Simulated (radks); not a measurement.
Problem. Spherical jellium clusters: N electrons in a uniform positive sphere of charge N and radius rs N^(1/3), rs = 2.02 bohr. Method: non-relativistic Kohn-Sham, LDA (Slater exchange, Perdew-Wang correlation), spin-polarised, spherical densities; computed with a radial shooting solver with Libxc functionals. Levels are named by radial order and angular momentum (1s, 1p, 1d, 2s, ...), and open shells are averaged over m. At N = 15 the configuration is 1s2 1p6 1d(up 5, down 1) 2s(up 1, down 0). The background grows by one charge. Does electron 16 go into 1d down or 2p up or 2s down?

Solution. Into 1d down. The total energies of the other choices lie higher by 0.659 eV (2s down), 2.97 eV (2p up). A rearrangement to 1s2 1p6 1d(up 5, down 3) is lower still, by 0.0463 eV.
